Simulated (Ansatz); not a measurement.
trans-NiH2(NH3)2 (NiN2H8), relaxed as a singlet with RKS B3LYP-D4/def2-SVP in Ansatz, starting from the GFN2-xTB geometry. Force threshold 0.02 eV/Å.

The restricted singlet is unstable towards broken spin symmetry at other levels; at B3LYP-D4/def2-SVP this wasn't settled. Another isomer (singlet) lies 0.12 eV lower at PBE0-D4/def2-TZVP; other spin states weren't run for this one.

Start:

Cartesian coordinates in Å:
```
N 1.342 0.959 0.996
N -1.345 -0.958 -0.993
Ni -0.003 0.001 0.002
H -1.109 0.760 0.779
H 2.234 0.472 1.041
H 1.041 1.186 1.941
H 1.474 1.831 0.483
H 1.105 -0.758 -0.776
H -1.420 -1.864 -0.530
H -1.061 -1.115 -1.958
H -2.259 -0.513 -0.986
```

Question: Estimate the energy that the relaxation releases and the steps that it takes.

Answer: 1.8 kJ/mol, in 12 steps; 43 s on 2 threads of Intel Xeon Platinum 8259CL on a shared host. The force fell under the threshold at step 4, but the optimiser went on and released 0.004 eV more. No frequencies were taken in this run, so the end may be a saddle point.

Question: Does the start keep its bonding and symmetry?

Answer: By distances, no bond broke or formed. The bond that changes most is Ni3–H4, from 1.55 to 1.56 Å (atoms count from 1).

Question: Predict the relaxed structure.

Answer: 
```csv
atom,x (Å),y (Å),z (Å)
N1,1.3444,0.9688,0.9715
N2,-1.3450,-0.9711,-0.9684
Ni3,-0.0005,-0.0018,0.0024
H4,-1.0640,1.0037,0.5511
H5,2.2811,0.5721,0.8966
H6,1.0918,1.0190,1.9608
H7,1.3765,1.9346,0.6371
H8,1.0642,-1.0029,-0.5518
H9,-1.3301,-1.9550,-0.6914
H10,-1.1266,-0.9540,-1.9673
H11,-2.2917,-0.6135,-0.8407
```
Bond lengths: 2 × N–Ni 1.92 Å; 6 × H–N 1.02 Å; 2 × H–Ni 1.56 Å.
